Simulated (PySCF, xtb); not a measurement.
SnF₂Cl₂, SMILES [F][Sn]([F])([Cl])[Cl].

Harmonic wavenumbers (cm⁻¹) from GFN2-xTB in xtb at its own minimum, in rising order: 73, 89, 90, 106, 115, 253, 350, 383, 407.

Problem. What does r2SCAN-D4/def2-SVP run with PySCF 2.14.0 give at its own minimum? (Estimate from the structure and the level; the computed values follow.)

Solution. 100, 121, 137, 168, 170, 381, 415, 655, 671. Paired by order, the mean absolute difference is 106 cm⁻¹ and the zero-point energies are 2.7 and 4.0 kcal/mol.
